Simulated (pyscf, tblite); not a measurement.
H₂C=CH–CH₂⁻ -> cyclic C₃H₅- (SMILES [CH-]1CC1): energy along the mass-weighted descent from the GFN2-xTB saddle (tblite), relative to the relaxed reactant side.

(s (amu^1/2 bohr), E (kcal/mol)): (-8.07, 0.1); (-7.99, 0.2); (-7.89, 0.2); (-7.77, 0.3); (-7.65, 0.5); (-7.49, 0.7); (-7.34, 0.9); (-6.72, 1.8); (-6.00, 2.7); (-5.16, 4.7); (-4.44, 9.1); (-3.60, 18.2); (-2.76, 29.8); (-2.04, 40.3); (-1.20, 50.1); (-0.360, 54.1); (0.360, 54.0); (1.20, 47.6); (2.04, 33.6); (2.76, 22.7); (3.42, 18.9)

The GFN2-xTB barrier from the reactant side is 54.6 kcal/mol. What does ωB97X-D3(BJ) (PySCF) give from its own reactant-side minimum, in def2-SVPD and in def2-TZVPD?

61.3 kcal/mol in the double-zeta basis after reoptimising the saddle, and 62.1 kcal/mol in the triple-zeta single point, so the tight-binding barrier lies 7.5 kcal/mol under the latter. The imaginary mode goes from 800i to 854i cm⁻¹.
